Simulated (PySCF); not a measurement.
A PySCF script (with the pyscf-properties extension) for the NMR shieldings of `C(/C(=C)C)(F)=C/C(=O)[O-]`, [C$_{6}$H$_{6}$FO$_{2}$]-, on a GFN2-xTB geometry:

```python
import basis_set_exchange as bse
import numpy as np
from pyscf import gto, dft
from pyscf.prop import nmr

atoms = """
C    -1.522808    0.765449   -1.532294
C    -0.664602    0.253243   -0.648048
C    -0.675915   -1.197370   -0.286702
C     0.331942    1.079187    0.015247
F     0.268180    2.422192   -0.382343
C     1.254325    0.751297    0.907654
C     1.552744   -0.656921    1.525973
O     2.391710   -1.317467    0.908169
O     0.935544   -0.899395    2.566172
H    -2.260366    0.148988   -2.021289
H    -1.519846    1.809377   -1.796318
H    -1.455835   -1.724651   -0.834629
H    -0.838052   -1.313962    0.783364
H     0.292001   -1.644062   -0.507069
H     1.906563    1.532083    1.280201
"""
names = dict.fromkeys(["C", "F", "O", "H"], "pcSseg-1")
basis = {el: gto.basis.parse(bse.get_basis(n, elements=[el], fmt="nwchem")) for el, n in names.items()}
mol = gto.M(atom=atoms, basis=basis, charge=-1, verbose=0)
mf = dft.RKS(mol, xc="PBE0")
mf.grids.level = 2
mf.grids.alignment = dft.numint.BLKSIZE   # the property module wants whole blocks of grid points
mf.conv_tol = 1e-9
mf.kernel()

calc = nmr.RKS(mf)   # GIAO
C = mf.mo_coeff
Co = C[:, mf.mo_occ > 0]
resp = mf.gen_response(singlet=True, hermi=2)
def vind(x):   # induced exchange potential for any number of trial vectors
    d = np.einsum("pi,xij,qj->xpq", C, 2 * x.reshape(-1, C.shape[1], Co.shape[1]), Co, optimize=True)
    return np.einsum("xpq,pi,qj->xij", resp(d - d.transpose(0, 2, 1)), C, Co, optimize=True).ravel()
mo1, _ = nmr.rhf.solve_mo1(calc, with_cphf=vind)
sigma = calc.kernel(mo1)
for i, s in enumerate(sigma):   # ppm
    print("%2d %-2s %9.2f" % (i, mol.atom_pure_symbol(i), np.trace(s) / 3))
```

Q: Give the expected output.

A: 
```
 0 C      84.73
 1 C      35.62
 2 C     165.18
 3 C      27.56
 4 F     315.19
 5 C      57.03
 6 C      20.32
 7 O     -36.63
 8 O     -36.53
 9 H      27.46
10 H      27.08
11 H      30.75
12 H      28.49
13 H      28.50
14 H      25.46
```

These numbers come from an equivalent density-fitted implementation of the same equations, which agrees with the script to about 0.01 ppm for H and up to a few tenths of a ppm for heavy atoms, so last digits may differ.

Q: Turn these shieldings into chemical shifts. Chemical shifts δ = σref − σ; $^{13}$C (σref 186.93), $^{1}$H (σref 31.72) against TMS; $^{19}$F (σref 170.95) against CFCl3; H2O for $^{17}$O (σref 336.08), all at this level.

A: Averaging equivalent atoms: C 6: 166.6; C 3: 159.4; C 1: 151.3; C 5: 129.9; C 0: 102.2; C 2: 21.7; F 4: -144.2; O 7: 372.7; O 8: 372.6; H 14: 6.26; H 10: 4.63; H 9: 4.26; H 11/12/13: 2.47 ppm. Unscaled 19F shifts against computed CFCl3 carry errors that often reach 10 to 50 ppm. Unscaled 17O shifts of doubly bonded oxygen tend to come out too high, by tens of ppm or more. Experimental scales use liquid or dissolved standards, which lie at an offset from isolated H2O (liquid H2O: subtract about 36 ppm).

Size and cost of the density-fitted run: 183 basis functions, 49 s wall time on 1 thread of an Intel Xeon, shared host; peak memory 0.82 GiB.
